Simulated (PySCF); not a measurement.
Telling isomers of C$_{6}$H$_{9}$F apart by NMR

[PySCF: σ from GIAO-PBE0/pcSseg-1; J: B3LYP/pcJ-1 (spin–dipole term left out of most H,H and C,H couplings); structure optimised with PBE0-D3(BJ)/def2-SVP; a single conformation; gas phase; non-relativistic Hamiltonian; fast rotation and ring inversion assumed for equivalent nuclei]

Scale: $^{1}$H (σref 31.27) and $^{13}$C (σref 184.41) vs TMS (reference shieldings calculated alike). Multiplet labels drop J under 1 Hz and among equivalent protons, and merge close values. Unscaled 3J(H,H) run several per cent high. Vicinal couplings that depend on rotamer populations or ring flexing (ring, CH–CH, X–H and H–F types) are those of the one conformer. One-bond C–F couplings are unscaled and too large by tens of Hz. Shifts are as computed. Against solution values, carbons near 30 ppm lie about +2 ppm off and those near 130 ppm about +5 ppm. Of 1309 compounds with measured shifts, 239 miss one by over three times the rms of a fit or turn the order of signals round; such compounds aren't used in these exercises.

(1) Tabulate the signals of `F[C@H]1CC12CCC2`, `C=C=CC(C)(C)F` and their relative energies.

(2) What is the quickest way to tell F[C@H]1CC12CCC2 from C=C=CC(C)(C)F?

## Answers

(1) 
```json
{"SMILES": "F[C@H]1CC12CCC2", "carbon types": "1×C 1×CH 4×CH2", "δC": "76.3, 29.4, 25.3, 21.7, 20.0, 16.2", "δH": "3.86 (m, 1H), 2.51 (m, 1H), 2.16 (m, 1H), 2.09 (m, 1H), 2.03 (m, 1H), 1.94 (m, 1H), 1.86 (m, 1H), 0.69 (m, 1H), 0.60 (m, 1H)", "E rel. (kcal/mol)": "1.7"}
{"SMILES": "C=C=CC(C)(C)F", "carbon types": "2×C 1×CH 1×CH2 2×CH3", "δC": "220.3, 103.6, 90.8, 82.4, 28.5", "δH": "5.67 (dt, 1H), 5.09 (dd, 2H), 1.39 (d, 6H)", "E rel. (kcal/mol)": "0.0"}
```

Energies are electronic energies at PBE0/pcSseg-1 on these geometries, without zero-point or thermal terms, each for the one conformer computed, which needn't be the lowest.

(2) Count the carbon signals: 6 against 5. The first has a three-membered-ring carbon (CH2) at 21.7 ppm, the second a central carbon of an allene (C) at 220.3 ppm. Their most deshielded carbons lie at 76.3 and 220.3 ppm. In the proton spectra the most deshielded non-exchanging signals are 3.86 (m, 1H) and 5.67 (dt, J = 9.6, 8.8 Hz, 1H).
